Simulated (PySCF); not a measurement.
**Electron correlation in C⁺ (carbon, charge +1)**

[He] 2s2 2p1, 2P determinant. Calculation: PySCF 2.14, in def2-TZVP; the non-relativistic Hamiltonian (point nucleus). Frozen: 1s2; 3 electrons correlated.

MP2 pair energies summed by pair of shells (mhartree):

```json
{"pair": "2s-2s", "energy": "-28.58", "share (%)": "57.2"}
{"pair": "2s-2p", "energy": "-21.35", "share (%)": "42.8"}
```

Total MP2 correlation energy: -49.93 mhartree.

Same-spin part -3.31 and opposite-spin part -46.62 mhartree; SCS-MP2 scales them by 1/3 and 6/5 to -57.05 mhartree.

| level | correlation energy (mhartree) |
| --- | --- |
| CCSD | -73.89 |
| (T) | -1.14 |
| CCSD(T) | -75.03 |

Diagnostics: T1 = 0.0093, D1 = 0.0178, largest double amplitude 0.132.

Question: Is a single reference adequate?

Answer: Mostly. T1 lies below 0.03, but a double amplitude of this size points to a near-degeneracy that CCSD handles and MP2 describes poorly.
